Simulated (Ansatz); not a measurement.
All numbers were calculated with Ansatz.

A structure relaxed at PBE0-D4/def2-TZVP, charge 0, multiplicity 1:

```xyz
20

O     1.397   -2.711   -1.578
C     0.496   -2.032   -1.414
Fe   -0.923   -0.961   -1.156
C    -1.854   -2.343   -0.581
O    -2.484   -3.255   -0.286
C    -0.895   -0.521   -2.862
O    -0.928   -0.299   -3.987
C    -2.352    0.099   -0.910
O    -3.259    0.771   -0.755
N     0.151    0.157    0.188
C     0.147   -0.144    1.490
C     0.857    0.583    2.428
C     1.604    1.670    2.008
C     1.610    1.985    0.660
C     0.873    1.207   -0.213
H    -0.449   -1.001    1.775
H     0.816    0.292    3.470
H     2.170    2.261    2.718
H     2.176    2.825    0.278
H     0.850    1.418   -1.274
```

Question: Give its formula and SMILES.

Answer: C9H5FeNO4, `[O+]#[C][Fe-5]([C]#[O+])([C]#[O+])([C]#[O+])[n+]1ccccc1`.

Question: Point group (tolerance 0.08 Å, 0.16 Å for H)?

Answer: C2v.

Question: Summarise the bond lengths by kind.

Answer: 4 × C–O 1.139 to 1.147 Å; 4 × C–Fe 1.762 to 1.796 Å; 1 × Fe–N 2.052 Å; 2 × C–N 1.336 Å; 4 × C–C 1.383 to 1.384 Å; 5 × C–H 1.082 to 1.084 Å.
